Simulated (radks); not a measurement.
Results of a calculation; reference values are marked as such.
Problem. Ionisation of Lu+, [Xe] 4f14 6s2, to Lu2+, [Xe] 4f14 6s1, under several functionals. Dirac Kohn-Sham, spin-unpolarised, spherical densities, finite nucleus; a radial shooting solver on a logarithmic mesh with Libxc functionals. The NIST Atomic Spectra Database gives 14.13 eV (semi-empirical). Rank these functionals by the error of their Delta-SCF ionisation energy: RPBE; Wu-Cohen GGA; PBE; PW91; PBEsol; BP86.

Solution. From best to worst: RPBE 14.117 eV (-0.013); PBE 14.267 eV (+0.137); Wu-Cohen GGA 14.281 eV (+0.151); PBEsol 14.288 eV (+0.158); PW91 14.320 eV (+0.190); BP86 14.467 eV (+0.337). Spin polarisation and multiplet splitting are left out, so open shells lie too high by an amount that depends on their filling.

Beside tabulated values, note that spin-unpolarised runs miss the spin-polarisation part of the exchange energy of open shells.
